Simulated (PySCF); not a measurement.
Below is a simulated gas-phase C 1s photoelectron spectrum of `C=C1C(=C)[C@H](F)[C@@H]1OC`.

Every computed line was given a Gaussian of 0.5 eV full width at half maximum and an area set by the number of equivalent atoms; the highest printed point is 100. Level of theory: delta-SCF UKS SCAN, pcX-2 on the ionised atom, pcseg-1 elsewhere, spin-free X2C in PySCF 2.14.0.

(binding energy (eV), intensity): (289.3, 0), (289.4, 1), (289.5, 5), (289.6, 13), (289.7, 29), (289.8, 54), (289.9, 81), (290.0, 98), (290.1, 99), (290.2, 90), (290.3, 83), (290.4, 87), (290.5, 97), (290.6, 100), (290.7, 87), (290.8, 62), (290.9, 35), (291.0, 16), (291.1, 6), (291.2, 2), (291.3, 1), (291.4, 1), (291.5, 4), (291.6, 12), (291.7, 27), (291.8, 52), (291.9, 79), (292.0, 97), (292.1, 96), (292.2, 79), (292.3, 59), (292.4, 48), (292.5, 48), (292.6, 51), (292.7, 48), (292.8, 38), (292.9, 24), (293.0, 12), (293.1, 5), (293.2, 2), (293.3, 0)

Q: How many maxima does the curve show, and how many computed lines lie under it?

A: The curve has 4 maxima (at 290.1, 290.6, 292.0 and 292.6 eV). Under it lie 7 lines from 7 inequivalent carbon sites. At this width some lines have no maximum of their own.

Q: Decompose the envelope and assign each component. Numbering: `[CH2:1]=[C:2]1[C:3](=[CH2:4])[C@H:5]([F:6])[C@@H:7]1[O:8][CH3:9]`.

A: 
```json
{"position (eV)": "290.00", "relative area": "1", "line": "C 1s", "atoms": "C1", "environment": "terminal =CH2 carbon"}
{"position (eV)": "290.07", "relative area": "1", "line": "C 1s", "atoms": "C4", "environment": "terminal =CH2 carbon"}
{"position (eV)": "290.56", "relative area": "1", "line": "C 1s", "atoms": "C2", "environment": "fully substituted alkene carbon"}
{"position (eV)": "290.63", "relative area": "1", "line": "C 1s", "atoms": "C3", "environment": "fully substituted alkene carbon"}
{"position (eV)": "292.03", "relative area": "1", "line": "C 1s", "atoms": "C7", "environment": "sp3 carbon bound to oxygen"}
{"position (eV)": "292.05", "relative area": "1", "line": "C 1s", "atoms": "C9", "environment": "methoxy carbon"}
{"position (eV)": "292.65", "relative area": "1", "line": "C 1s", "atoms": "C5", "environment": "sp3 C–F carbon"}
```

Q: What are the centre and the root-mean-square width of the whole band?

A: The area-weighted mean of the lines is 291.14 eV. Their own spread about it is 1.00 eV (rms) and each Gaussian has σ = 0.5/2.355 = 0.21 eV; the variances add, which gives 1.02 eV.

The listed C 1s values span 2.65 eV, from C1 (bonded to C (double bond) and 2 H) to C5 (bonded to F, 2 C and H). The widest gap between neighbouring values is 1.40 eV, between 290.63 and 292.03 eV. Summing the Pauling electronegativity differences to the bonded atoms, each weighted by its formal bond order, gives -0.70 for the lowest site and +1.08 for the highest; no listed site has a larger sum than the highest. The values 292.03 and 292.05 eV lie too close for their order to be trusted.

Shake-up satellites, vibrational structure and lifetime widths aren't simulated. Spin contamination (⟨S²⟩ against 0.75 for a pure doublet) is marked for C 1s of C2 (0.93) and C 1s of C3 (0.94), which makes these values less certain. One conformer (not necessarily the lowest) at the PBE0-D3(BJ)/def2-SVP geometry, without solvent, vibrations or thermal averaging.

Time: 3.6 min wall. Hardware: an Arm Neoverse V1 with one thread, no GPU, on a shared host.

The values belong to the conformer `[CH2:1]=[C:2]1[C:3](=[CH2:4])[C@H:5]([F:6])[C@@H:7]1[O:8][CH3:9]`: C5–C7–O8–C9 79°.
